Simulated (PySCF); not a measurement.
## CuF3, singlet: molecular constants

Computed with PBE0 in PySCF with Cu def2-SVP, F def2-SVP; no relativity; density-fitted integrals.

The structure is a minimum.

| Property | Result |
| --- | --- |
| Point group | C2v |
| Bond lengths | Cu–F 1.707 Å (×2), Cu–F 1.719 Å |
| Bond angles | F–Cu–F 98.3° (×2), F–Cu–F 163.5° |
| Atomisation energy without zero-point energy | 831 kJ/mol |
| Entropy at 298.15 K and 1 bar | 298.8 J/(mol K) |
| Rotational symmetry number | 2 |
| Principal polarisabilities | 10.3, 24.3, 37.7 bohr³ |
| Enthalpy at 298.15 K above 0 K | 15.25 kJ/mol |
| Zero-point energy | 15.7 kJ/mol |
| Dipole moment | 1.87 D |
| Highest occupied level | -10.95 eV |
| Heat capacity Cp at 298.15 K | 67.5 J/(mol K) |
| Principal quadrupole moments (Buckingham, traceless) about the centre of mass | -8.30, 2.09, 6.21 D Å |
| Lowest empty level | -7.24 eV |
| Rotational constants | 0.313, 0.1555, 0.1039 cm⁻¹ |

Harmonic modes (masses in u: Cu 62.930, F 18.998):
| symmetry | ω (cm⁻¹) | IR (km/mol) | μ (u) | type |
| --- | --- | --- | --- | --- |
| b2 | 193 | 0.0 | 20.08 | bend |
| b1 | 218 | 33.3 | 27.18 | bend |
| a1 | 219 | 15.0 | 22.60 | bend |
| a1 | 597 | 0.3 | 19.01 | stretch |
| a1 | 639 | 18.5 | 22.94 | stretch |
| b2 | 758 | 81.6 | 25.94 | stretch |

In C2v the vibrations span 2b2 + b1 + 3a1. Here b1 is antisymmetric to the molecular plane and b2 lies in it.

Charges (e):
```
atom  Mulliken  Löwdin  polar tensor  Mayer order to Cu1
 Cu1      1.02    0.66          1.17                   –
  F2     -0.28   -0.17         -0.26                0.86
F3,4     -0.37   -0.24         -0.46                0.79
```

Mulliken populations on Cu1: s 6.33, p 12.45, d 9.20, f 0.00.

Formally Cu is in oxidation state +3, d8, with 0 unpaired electrons (the high-spin count would be 2). The polar-tensor charge on Cu, 1.17, is far below the formal one.

Other isomers or separated fragments may lie lower. At this level a triplet minimum of D3h symmetry lies 17 kJ/mol below this structure.

The final relaxation and frequency run took of the order of 2.2 core-minutes on a shared host.
